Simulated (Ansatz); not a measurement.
One change: `N[AsH2]` becomes `N[AsH][SiH3]`.

Ansatz, PBE0-D4/def2-TZVP geometries, multiplicity 1. Each molecule was computed in one conformer, which needn't be the lowest.

Scalar relativity is left out up to krypton.

| property | `N[AsH2]` |
| --- | --- |
| HOMO–LUMO gap (ωB97M-V/def2-TZVPP) / eV | 11.36 |
| zero-point energy (PBE0-D4/def2-TZVP) / kJ/mol | 109.6 |
| size of the dipole moment (B3LYP/def2-TZVPP) / D | 1.25 |
| LUMO energy (ωB97M-V/def2-TZVPP) / eV | 1.69 |
| size of the dipole moment (ωB97M-V/def2-TZVPP) / D | 1.27 |
| HOMO energy (B3LYP/def2-TZVPP) / eV | -7.23 |

Q: What does the change do to each property? (Best estimate.)

A: Ansatz gave: 
```csv
property,`N[AsH][SiH3]`,shift
HOMO–LUMO gap (ωB97M-V/def2-TZVPP) / eV,10.63,-0.73
zero-point energy (PBE0-D4/def2-TZVP) / kJ/mol,155.3,45.7
size of the dipole moment (B3LYP/def2-TZVPP) / D,1.27,0.02
LUMO energy (ωB97M-V/def2-TZVPP) / eV,1.41,-0.28
size of the dipole moment (ωB97M-V/def2-TZVPP) / D,1.27,0.00
HOMO energy (B3LYP/def2-TZVPP) / eV,-6.92,0.31
```

With PBE0 the HOMO rises by 0.33 eV and the LUMO falls by 0.32 eV, so the gap narrows by about 0.65 eV. PBE moves the HOMO by 0.07 eV and ωB97M-V by 0.45 eV. The zero-point energy changes by 45.7 kJ/mol with +9 modes. Dipoles are sizes alone; their direction can turn.

B3LYP here is the variant with VWN-RPA as its local correlation; programs differ in this.
